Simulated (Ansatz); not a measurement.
Born–Oppenheimer molecular dynamics of CH4OSSi (8 atoms, charge 0, multiplicity 1). It starts from a relaxed structure.

All numbers below come from UKS LDA/def2-SVP in Ansatz.

```yaml
ensemble: NVE (velocity Verlet)
time_step: 0.5 fs
steps_asked: 266
starting_velocities_drawn_for: 300 K
seed: 485286
```

Frames 0.5 fs apart, positions in Å, forces in eV/Å.

Velocities at 35 fs (Å/ps):

```
C 1.97 -1.23 2.65
O 0.02 -1.24 -1.42
Si -1.34 1.33 -0.57
S 0.41 0.08 0.30
H 10.25 3.86 12.69
H -11.81 -20.12 -10.99
H -2.94 7.91 -3.36
H 5.24 3.08 -1.00
```

```xyz
8
Properties=species:S:1:pos:R:3:forces:R:3 time_fs=35 energy_less_start_eV=0.161 T=93
C -0.413 1.081 -0.212 -0.86 1.10 -2.59
O -0.260 -0.218 -0.689 0.69 -1.22 0.73
Si 0.449 -1.447 0.194 -0.47 0.41 -0.96
S 1.329 -1.213 1.892 0.30 0.02 0.64
H 0.506 1.690 -0.081 0.31 -0.37 0.26
H -0.966 1.585 -1.085 0.40 -0.04 0.93
H -1.074 1.170 0.643 -0.33 -0.09 0.96
H 0.266 -2.680 -0.649 -0.02 0.21 0.03
8
Properties=species:S:1:pos:R:3:forces:R:3 time_fs=35.5 energy_less_start_eV=0.168 T=85
C -0.412 1.080 -0.211 -0.82 1.18 -2.64
O -0.260 -0.218 -0.689 0.69 -1.20 0.76
Si 0.448 -1.447 0.194 -0.43 0.39 -0.91
S 1.329 -1.213 1.892 0.28 0.02 0.62
H 0.511 1.691 -0.074 0.15 -0.46 0.20
H -0.972 1.575 -1.089 0.48 0.01 1.00
H -1.076 1.174 0.643 -0.32 -0.12 0.94
H 0.269 -2.679 -0.649 -0.03 0.19 0.02
8
Properties=species:S:1:pos:R:3:forces:R:3 time_fs=36 energy_less_start_eV=0.170 T=83
C -0.412 1.080 -0.211 -0.80 1.22 -2.55
O -0.259 -0.219 -0.690 0.68 -1.17 0.79
Si 0.447 -1.446 0.193 -0.39 0.37 -0.86
S 1.329 -1.213 1.892 0.27 0.02 0.60
H 0.517 1.691 -0.067 0.00 -0.53 0.14
H -0.976 1.565 -1.091 0.53 0.08 1.02
H -1.078 1.177 0.644 -0.25 -0.15 0.86
H 0.271 -2.676 -0.650 -0.03 0.16 0.01
8
Properties=species:S:1:pos:R:3:forces:R:3 time_fs=36.5 energy_less_start_eV=0.166 T=87
C -0.411 1.080 -0.211 -0.79 1.22 -2.35
O -0.259 -0.220 -0.690 0.66 -1.12 0.81
Si 0.447 -1.445 0.193 -0.34 0.36 -0.79
S 1.329 -1.213 1.893 0.25 0.01 0.57
H 0.523 1.690 -0.059 -0.14 -0.59 0.08
H -0.979 1.555 -1.091 0.54 0.17 0.98
H -1.081 1.181 0.648 -0.13 -0.19 0.71
H 0.274 -2.674 -0.650 -0.04 0.13 -0.01
8
Properties=species:S:1:pos:R:3:forces:R:3 time_fs=37 energy_less_start_eV=0.159 T=96
C -0.411 1.080 -0.211 -0.80 1.18 -2.05
O -0.259 -0.222 -0.691 0.64 -1.05 0.81
Si 0.446 -1.444 0.192 -0.29 0.34 -0.71
S 1.330 -1.213 1.893 0.23 0.01 0.54
H 0.529 1.688 -0.052 -0.25 -0.63 0.03
H -0.981 1.546 -1.088 0.51 0.28 0.89
H -1.085 1.183 0.654 0.01 -0.23 0.52
H 0.276 -2.671 -0.650 -0.04 0.10 -0.03
8
Properties=species:S:1:pos:R:3:forces:R:3 time_fs=37.5 energy_less_start_eV=0.151 T=107
C -0.410 1.081 -0.212 -0.81 1.09 -1.66
O -0.258 -0.223 -0.691 0.61 -0.98 0.81
Si 0.445 -1.444 0.192 -0.24 0.33 -0.63
S 1.330 -1.213 1.893 0.21 0.01 0.50
H 0.534 1.685 -0.044 -0.34 -0.64 -0.02
H -0.981 1.537 -1.083 0.45 0.40 0.74
H -1.089 1.185 0.660 0.17 -0.27 0.31
H 0.278 -2.668 -0.651 -0.05 0.06 -0.05
8
Properties=species:S:1:pos:R:3:forces:R:3 time_fs=38 energy_less_start_eV=0.143 T=117
C -0.410 1.081 -0.213 -0.80 0.94 -1.23
O -0.258 -0.225 -0.691 0.56 -0.89 0.80
Si 0.444 -1.443 0.191 -0.18 0.31 -0.54
S 1.330 -1.213 1.894 0.19 0.01 0.47
H 0.538 1.679 -0.036 -0.39 -0.64 -0.07
H -0.981 1.529 -1.076 0.35 0.54 0.54
H -1.092 1.187 0.668 0.32 -0.30 0.09
H 0.281 -2.664 -0.651 -0.06 0.02 -0.07
8
Properties=species:S:1:pos:R:3:forces:R:3 time_fs=38.5 energy_less_start_eV=0.137 T=124
C -0.410 1.082 -0.215 -0.77 0.75 -0.76
O -0.257 -0.226 -0.691 0.51 -0.78 0.78
Si 0.443 -1.442 0.190 -0.12 0.29 -0.44
S 1.331 -1.213 1.894 0.17 0.00 0.43
H 0.541 1.672 -0.029 -0.42 -0.61 -0.11
H -0.979 1.522 -1.068 0.23 0.69 0.30
H -1.094 1.188 0.675 0.46 -0.33 -0.11
H 0.282 -2.661 -0.652 -0.06 -0.01 -0.09
8
Properties=species:S:1:pos:R:3:forces:R:3 time_fs=39 energy_less_start_eV=0.134 T=128
C -0.411 1.083 -0.216 -0.72 0.51 -0.29
O -0.256 -0.228 -0.691 0.45 -0.67 0.74
Si 0.442 -1.441 0.189 -0.06 0.26 -0.35
S 1.331 -1.213 1.895 0.14 0.00 0.39
H 0.543 1.664 -0.021 -0.41 -0.55 -0.14
H -0.977 1.517 -1.059 0.08 0.85 0.03
H -1.095 1.188 0.683 0.57 -0.35 -0.28
H 0.284 -2.658 -0.653 -0.06 -0.05 -0.11
8
Properties=species:S:1:pos:R:3:forces:R:3 time_fs=39.5 energy_less_start_eV=0.133 T=129
C -0.411 1.084 -0.218 -0.65 0.24 0.15
O -0.256 -0.230 -0.690 0.38 -0.54 0.70
Si 0.442 -1.440 0.189 0.01 0.23 -0.25
S 1.331 -1.213 1.895 0.12 0.00 0.35
H 0.544 1.654 -0.015 -0.37 -0.48 -0.16
H -0.975 1.514 -1.051 -0.08 0.99 -0.24
H -1.095 1.187 0.690 0.65 -0.36 -0.42
H 0.286 -2.654 -0.654 -0.07 -0.08 -0.12
8
Properties=species:S:1:pos:R:3:forces:R:3 time_fs=40 energy_less_start_eV=0.133 T=130
C -0.411 1.086 -0.220 -0.58 -0.04 0.53
O -0.255 -0.232 -0.690 0.31 -0.39 0.65
Si 0.441 -1.439 0.188 0.07 0.19 -0.15
S 1.331 -1.213 1.896 0.10 -0.01 0.31
H 0.544 1.644 -0.008 -0.30 -0.39 -0.18
H -0.973 1.514 -1.042 -0.22 1.11 -0.50
H -1.093 1.185 0.695 0.69 -0.36 -0.53
H 0.288 -2.651 -0.656 -0.07 -0.11 -0.13
8
Properties=species:S:1:pos:R:3:forces:R:3 time_fs=40.5 energy_less_start_eV=0.131 T=133
C -0.412 1.087 -0.221 -0.52 -0.31 0.82
O -0.254 -0.234 -0.689 0.22 -0.24 0.58
Si 0.440 -1.438 0.187 0.14 0.14 -0.05
S 1.332 -1.213 1.896 0.07 -0.01 0.27
H 0.544 1.632 -0.002 -0.20 -0.28 -0.19
H -0.972 1.516 -1.035 -0.34 1.20 -0.70
H -1.090 1.183 0.700 0.70 -0.36 -0.58
H 0.289 -2.649 -0.657 -0.07 -0.13 -0.14
```

Of the whole run (133 fs, mean temperature of the second half 157 K): The conserved energy stayed within 0.16 meV per atom of its start (net change 0.083 meV per atom), so the integration is sound. Over the second half the temperature averaged 0.52 of the 300 K drawn at the start: a run that starts near a minimum puts about half its kinetic energy into the potential. A run of 0.13 ps of so small a system gives no equilibrium averages.

Time of the run: 4.3 min on 4 threads of Arm Neoverse N1, with other jobs on the host, peak memory 0.13 GiB.
